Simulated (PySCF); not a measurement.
# `C=C=C[C@@H]1C=C[C@@H]1C`, C₈H₁₀

Geometry (Å), atoms numbered from 1 in this order:
```xyz
18

C     2.7122    1.0152    0.9403
C     1.7982    0.0995    0.9202
C     0.8833   -0.8194    0.8790
C     0.0099   -1.0736   -0.3091
C     0.2201   -0.2040   -1.5216
C    -1.0049    0.3076   -1.4987
C    -1.4356   -0.4562   -0.2726
C    -1.7935    0.3830    0.9411
H     3.7275    0.8142    0.6363
H     2.5019    2.0215    1.2679
H     0.7056   -1.4498    1.7417
H    -0.0004   -2.1463   -0.5268
H     1.0795   -0.0790   -2.1547
H    -1.5385    1.0108   -2.1125
H    -2.2193   -1.1959   -0.4590
H    -1.0093    1.1097    1.1406
H    -2.7259    0.9156    0.7624
H    -1.9194   -0.2464    1.8196
```

Theory: PySCF 2.14.0, TDDFT CAM-B3LYP/def2-SVPD circular dichroism and optical rotation, one conformer, gas phase. Geometry: GFN2-xTB.

The molecule is flexible and this is one conformer; a measurement averages over conformers.

Draw the ECD and absorption spectra from the lowest 16 states, each a Gaussian of half-width 0.3 eV at 1/e height.


| E (eV) | λ (nm) | Δε (L mol⁻¹ cm⁻¹) | ε (L mol⁻¹ cm⁻¹) |
| --- | --- | --- | --- |
| 5.32 | 233 | +0.15 | 0.302 |
| 5.42 | 229 | +0.42 | 0.822 |
| 5.52 | 224 | +0.91 | 1.79 |
| 5.62 | 220 | +1.59 | 3.15 |
| 5.72 | 217 | +2.21 | 4.52 |
| 5.82 | 213 | +2.44 | 5.53 |
| 5.92 | 209 | +2.09 | 6.55 |
| 6.02 | 206 | +1.28 | 9.89 |
| 6.12 | 202 | +0.27 | 22.8 |
| 6.22 | 199 | -0.75 | 66 |
| 6.32 | 196 | -1.93 | 188 |
| 6.42 | 193 | -3.68 | 474 |
| 6.52 | 190 | -6.20 | 1030 |
| 6.62 | 187 | -8.91 | 1960 |
| 6.72 | 184 | -10.44 | 3480 |
| 6.82 | 182 | -10.18 | 5940 |
| 6.92 | 179 | -9.67 | 9740 |
| 7.02 | 177 | -11.27 | 14900 |
| 7.12 | 174 | -15.02 | 20600 |
| 7.22 | 172 | -18.74 | 26200 |
| 7.32 | 169 | -22.00 | 32000 |
| 7.42 | 167 | -27.07 | 38400 |
| 7.52 | 165 | -34.20 | 44400 |
| 7.62 | 163 | -38.74 | 46700 |
| 7.72 | 161 | -35.53 | 42600 |
| 7.82 | 158 | -24.66 | 32800 |
| 7.92 | 156 | -11.38 | 21300 |

Δε uses R in velocity form, ε uses f in length form. Only the states computed contribute, so the short-wavelength end is incomplete.
